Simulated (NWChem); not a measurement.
System meant: SnSiH4O, singlet; SMILES [OH][Sn][SiH3]

NWChem input:

```
start job
memory heap 200 mb stack 900 mb global 1100 mb
geometry units angstroms noautoz
  Sn     0.344400     0.566817    -0.122852
  O     -1.592071     1.040207     0.081108
  H     -2.187400     0.290559     0.201215
  Si    -0.160243    -2.084650    -0.023549
  H      0.990732    -2.941636     0.413058
  H     -0.564321    -2.560903    -1.391436
  H     -1.319010    -2.385550     0.886140
end
basis spherical
  * library def2-svp
end
dft
  xc pbe0
  iterations 150
  mulliken
end
task dft energy
```

End of the output:

```
             Grid Information
             ----------------
          Grid used for XC integration:  medium
          Radial quadrature: Mura-Knowles
          Angular quadrature: Lebedev.
          Tag              B.-S. Rad. Rad. Pts. Rad. Cut. Ang. Pts.
          ---              ---------- --------- --------- ---------
          Sn                  1.45      123          10.0       590
          O                   0.60       49          12.0       434
          H                   0.35       45          11.0       434
          Si                  1.10       88          10.0       590
          Grid pruning is: on
          Number of quadrature shells:   440
          Spatial weights used:  Erf1

          Convergence Information
          -----------------------
          Convergence aids based upon iterative change in
          total energy or number of iterations.
          Levelshifting, if invoked, occurs when the
          HOMO/LUMO gap drops below (HL_TOL):  1.00D-02
          DIIS, if invoked, will attempt to extrapolate
          using up to (NFOCK): 10 stored Fock matrices.

                    Damping( 0%)  Levelshifting(0.5)       DIIS
                  --------------- ------------------- ---------------
          dE  on:    start            ASAP                start
          dE off:    2 iters        150 iters           150 iters

      Screening Tolerance Information
      -------------------------------
          Density screening/tol_rho:  1.00D-10
          AO Gaussian exp screening on grid/accAOfunc:  14
          CD Gaussian exp screening on grid/accCDfunc:  20
          XC Gaussian exp screening on grid/accXCfunc:  20
          Schwarz screening/accCoul:  1.00D-08

      Superposition of Atomic Density Guess
      -------------------------------------

      charge =      50.0 Sn (Tin)

      symmetry species            s     p     d     f
      number of basis functions =10     7     6
      number of cont. functions = 4     4     2
      number of closed shells   = 5     3     2
      number of open shells     = 0     1     0
      open shell occupation     = 0     2     0
 ------------------------------------------------------------------------
 atomscf:atomd: error in atom scf                   0
 ------------------------------------------------------------------------
 ------------------------------------------------------------------------
  current input line :
    20: task dft energy
 ------------------------------------------------------------------------
 ------------------------------------------------------------------------
 This error has not yet been assigned to a category
 ------------------------------------------------------------------------
 For more information see the NWChem manual at https://nwchemgit.github.io

0:atomscf:atomd: error in atom scf:Received an Error in Communication
```

Find the fault in this run and fix the input.

The run crashed. Cause: the def2 basis of a heavy element holds valence functions alone and wants its effective core potential (without it all electrons must fit into that basis). This input runs:
```
start job
memory heap 200 mb stack 900 mb global 1100 mb
geometry units angstroms noautoz
  Sn     0.344400     0.566817    -0.122852
  O     -1.592071     1.040207     0.081108
  H     -2.187400     0.290559     0.201215
  Si    -0.160243    -2.084650    -0.023549
  H      0.990732    -2.941636     0.413058
  H     -0.564321    -2.560903    -1.391436
  H     -1.319010    -2.385550     0.886140
end
basis spherical
  * library def2-svp
end
ecp
  Sn library def2-ecp
end
dft
  xc pbe0
  iterations 150
  mulliken
end
task dft energy
```
It converges to -581.06758 Ha (PBE0/def2-SVP with def2 effective core potentials on Sn).
